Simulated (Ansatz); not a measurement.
Total energies of `N[BH][SnH]([F])[Cl]`.

Z-matrix (Å, degrees):
```
Sn
B 1 2.245
Cl 1 2.333 2 112.0
F 1 1.946 2 97.5 3 108.1
H 1 1.702 2 131.2 3 -136.0
N 2 1.375 1 111.7 3 -106.5
H 2 1.191 1 125.7 3 72.6
H 6 1.008 2 123.2 1 178.5
H 6 1.010 2 122.6 1 -0.4
```

The species carries charge 0 and has multiplicity 1. Correlated methods include outer-core shells of Sn, which these sets cover unevenly. Sn: def2 effective core potential. The geometry is a stationary point of PBE0-D4/def2-TZVP. It is one conformer, not always the lowest. Basis def2-TZVPP, the Gaussian-basis code of Ansatz.

RPA on PBE orbitals: Hartree–Fock energy of these orbitals -853.89397 Eh, correlation -1.66310 Eh (frozen core).

```json
{"functional": "LDA (SPW92)", "energy without D4 (Eh)": "-853.35308", "D4 term (kJ/mol)": "–"}
{"functional": "PBE", "energy without D4 (Eh)": "-856.16511", "D4 term (kJ/mol)": "-20.0"}
{"functional": "revPBE", "energy without D4 (Eh)": "-856.46215", "D4 term (kJ/mol)": "-51.9"}
{"functional": "BLYP", "energy without D4 (Eh)": "-856.46562", "D4 term (kJ/mol)": "-42.5"}
{"functional": "r2SCAN", "energy without D4 (Eh)": "-856.52560", "D4 term (kJ/mol)": "-4.8"}
{"functional": "B97M-V", "energy without D4 (Eh)": "-856.41281", "D4 term (kJ/mol)": "–"}
{"functional": "PBE0", "energy without D4 (Eh)": "-856.22046", "D4 term (kJ/mol)": "-17.1"}
{"functional": "B3LYP", "energy without D4 (Eh)": "-856.65933", "D4 term (kJ/mol)": "-32.4"}
{"functional": "r2SCAN0", "energy without D4 (Eh)": "-856.47054", "D4 term (kJ/mol)": "-5.8"}
{"functional": "HSE06 (plane-wave form)", "energy without D4 (Eh)": "-856.20223", "D4 term (kJ/mol)": "-16.2"}
{"functional": "LC-ωPBE", "energy without D4 (Eh)": "-856.36492", "D4 term (kJ/mol)": "–"}
{"functional": "ωB97X-V", "energy without D4 (Eh)": "-856.42080", "D4 term (kJ/mol)": "–"}
{"functional": "B2PLYP", "energy without D4 (Eh)": "-856.10228", "D4 term (kJ/mol)": "–"}
{"functional": "PBE-QIDH", "energy without D4 (Eh)": "-855.91813", "D4 term (kJ/mol)": "–"}
```

(1) Give the same for r2SCANh, BHLYP, CAM-B3LYP, ωB97M-V. (An estimate is asked.)

B3LYP takes the VWN-RPA correlation (the form of Gaussian; ORCA's B3LYP/G). HSE06 is the plane-wave form, built on full-range PBE exchange. The double hybrids freeze the cores in their second-order part.

Answers

(1) The calculation gave: 
```tsv
functional	energy without D4 (Eh)	D4 term (kJ/mol)
r2SCANh	-856.50297	-5.2
BHLYP	-856.41131	-28.0
CAM-B3LYP	-856.49874	-17.7
ωB97M-V	-856.43199	–
```

LC-ωPBE has ω = 0.4 bohr⁻¹.
